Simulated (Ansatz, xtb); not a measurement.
Two isomers of C3H3ClN2S

Structure I is `Sn1ccnc1Cl`, a singlet and structure II is `Sn1cnc(Cl)c1`, a singlet. Both are isolated molecules in the gas phase, relaxed with B3LYP-D3(BJ)/def2-SVP; the shapes shown needn't be the lowest conformers.

I (Å):

```xyz
10

C     0.0797   -0.2950    0.0942
C     1.2186   -1.0558    0.0522
C     0.0991   -1.6272   -1.6766
Cl   -0.4538   -2.3738   -3.1191
N    -0.6568   -0.6655   -1.0299
N     1.2119   -1.8809   -1.0553
S    -2.1518    0.0209   -1.5262
H    -2.9598   -0.9116   -0.9572
H    -0.2885    0.4609    0.7818
H     2.0497   -1.0604    0.7554
```

II (Å):

```yaml
atoms:
  - { symbol: C, position_ang: [-0.0039, -1.8353, 0.0949] }
  - { symbol: C, position_ang: [0.9536, -0.0177, -0.4771] }
  - { symbol: C, position_ang: [-0.0089, -0.2231, -1.4381] }
  - { symbol: Cl, position_ang: [2.0628, 1.3026, -0.3994] }
  - { symbol: N, position_ang: [-0.6296, -1.4064, -1.0534] }
  - { symbol: N, position_ang: [0.9491, -1.0128, 0.4586] }
  - { symbol: S, position_ang: [-1.8922, -2.2207, -1.8922] }
  - { symbol: H, position_ang: [-2.9317, -1.5813, -1.2936] }
  - { symbol: H, position_ang: [-0.3032, -2.7537, 0.5991] }
  - { symbol: H, position_ang: [-0.3022, 0.3299, -2.3242] }
```

Question: Estimate E(II) − E(I) at the level CCSD(T)/def2-SVP + ΔMP2/def2-TZVPP.

Answer: CCSD(T)/def2-SVP + ΔMP2/def2-TZVPP gives E(II) − E(I) = −4.97 kJ/mol, favouring structure II, but this leans on the basis-set step: CCSD(T) alone gives −3.50 kJ/mol.

The same difference at several levels:

```csv
level,geometry,E(II) − E(I) (kJ/mol),departure from the last row (kJ/mol),"job, with rough time for the two"
B3LYP-D3(BJ)/def2-SVP,B3LYP-D3(BJ)/def2-SVP,−1.66,+3.31,"optimisation, 3.4 min"
HF/def2-SVP,B3LYP-D3(BJ)/def2-SVP,−5.07,−0.10,part of the CCSD(T) run
MP2/def2-SVP,B3LYP-D3(BJ)/def2-SVP,−2.71,+2.26,part of the CCSD(T) run
CCSD(T)/def2-SVP,B3LYP-D3(BJ)/def2-SVP,−3.50,+1.47,single point
CCSD(T)/def2-SVP + ΔMP2/def2-TZVPP,B3LYP-D3(BJ)/def2-SVP,−4.97,,"single point, 2 min"
```

As drawn, both hold the same kinds of bond in the same numbers.

B3LYP-D3(BJ)/def2-SVP finds them nearly level. The largest departure from CCSD(T)/def2-SVP + ΔMP2/def2-TZVPP is that of B3LYP-D3(BJ)/def2-SVP, 3.31 kJ/mol. No reliable frequencies are at hand for I, so it isn't confirmed as a minimum. Levels run at GFN2-xTB geometries aren't shown. The last row adds to CCSD(T) the change of the MP2 difference between the two basis sets, here −1.47 kJ/mol.

The correlated steps freeze 15 core orbitals. Run with Ansatz 0.2.0, xtb 6.7.1; the last row on 2 threads of Intel(R) Xeon(R) Processor @ 2.50GHz (Skylake/Cascade Lake) on a shared host.
